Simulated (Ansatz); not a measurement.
`C=C[Se]CO` + `N=C[SiH2]N` → `C=C[Se]C=N` + `N[SiH2]CO`  (redistribution)

Computed with Ansatz on PBE0-D4/def2-TZVP structures; ΔE is electronic, products minus reactants. CCSD(T)/CBS adds triple-zeta CCSD(T) − MP2 to the extrapolated MP2 energy (def2 sets, frozen cores). DFT in def2-TZVPP. B3LYP here is the variant with VWN-RPA as its local correlation; programs differ in this. For Se outer-core shells are correlated without core-valence functions, which leaves a few kJ/mol of doubt a bond. Scalar relativity is left out up to krypton. Each species was taken in one conformer, which may not be the lowest.

```
             level  ΔE (kJ/mol)  difference from CCSD(T)/CBS
         r2SCAN-D4        -15.7                        -11.3
           PBE0-D4        -13.1                         -8.7
          B3LYP-D4        -10.7                         -6.3
           ωB97X-V         -8.0                         -3.6
           ωB97M-V         -8.1                         -3.7
            B2PLYP         -9.1                         -4.7
               PBE        -16.8                        -12.4
             B3LYP        -10.5                         -6.1
    MP2/def2-TZVPP         -8.4                         -4.0
SCS-MP2/def2-TZVPP         -4.7                         -0.3
   CCSD/def2-TZVPP         -3.5                          0.9
CCSD(T)/def2-TZVPP         -5.0                         -0.6
     HF/def2-QZVPP          4.7                          9.1
    MP2/def2-QZVPP         -8.0                         -3.6
      HF/CBS(def2)          4.7                          9.1
     MP2/CBS(def2)         -7.8                         -3.4
       CCSD(T)/CBS         -4.4                            0
```

Largest T1 diagnostic among the species: 0.012.

In def2-TZVPP, CCSD(T) changes the Hartree–Fock value by −9.7 kJ/mol (the triples alone add −1.5 kJ/mol) and MP2 by −13.1 kJ/mol. From PBE to PBE0 (25 % exact exchange), in def2-TZVPP and without D4, ΔE moves by +3.6 kJ/mol.
